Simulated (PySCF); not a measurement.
**Electronic structure of Re (rhenium, neutral) at the BLYP level**

Configuration: [Xe] 4f14 5d5 6s1 6p1, high-spin 8P determinant (an excited configuration). All numbers are calculated (PySCF 2.14, the spin-free X2C one-electron Hamiltonian (Gaussian nucleus), in x2c-TZVPPall (11s7p7d3f1g, 97 functions)).

- Total energy: -16694.40 hartree
- One-electron energy: -22889.45 hartree
- Hartree (Coulomb) energy: 6532.61 hartree
- Exchange-correlation energy: -337.56 hartree
- ⟨S²⟩: 15.7509
- ⟨L²⟩: 2.002
- Sum of ⟨r⟩: 46.70 bohr
- Sum of ⟨r²⟩: 75.36 bohr²
- Traceless quadrupole moment −½Σ⟨3z² − r²⟩ along its main axis: -8.17 e·bohr²
- Langevin diamagnetic susceptibility: -59.7 ×10⁻⁶ cm³/mol

```tsv
shell	electrons	mean orbital energy (eV)	spread (eV)	rms radius, mean of both spins (bohr)
1s α	1	-71424.8	0	0.0204
1s β	1	-71424.8	0	0.0204
2s α	1	-12386.0	0	0.0824
2s β	1	-12385.7	0	0.0824
2p α	3	-10850.2	0.014	0.0750
2p β	3	-10849.9	0.022	0.0750
3s α	1	-2869.9	0	0.211
3s β	1	-2869.8	0	0.211
3p α	3	-2414.6	0.039	0.212
3p β	3	-2414.5	0.047	0.212
3d α	5	-1879.8	0.035	0.194
3d β	5	-1879.6	0.042	0.194
4s α	1	-599.49	0	0.468
4s β	1	-599.23	0	0.468
4p α	3	-449.25	0.084	0.499
4p β	3	-449.00	0.097	0.499
4d α	5	-255.97	0.084	0.538
4d β	5	-255.69	0.099	0.538
5s α	1	-86.737	0	1.10
5s β	1	-84.736	0	1.10
5p α	3	-49.190	0.220	1.28
5p β	3	-46.664	0.241	1.28
4f α	7	-43.632	0.100	0.648
4f β	7	-43.126	0.120	0.648
6s α	1	-7.546	0	2.82
5d α	5	-7.464	0.390	2.15
6p α	1	-2.222	0	4.52
```

Spin-orbit coupling, absent here, splits the open shell strongly.

Densities and radii are taken from the X2C orbitals without a picture-change correction, which distorts them close to the nucleus.
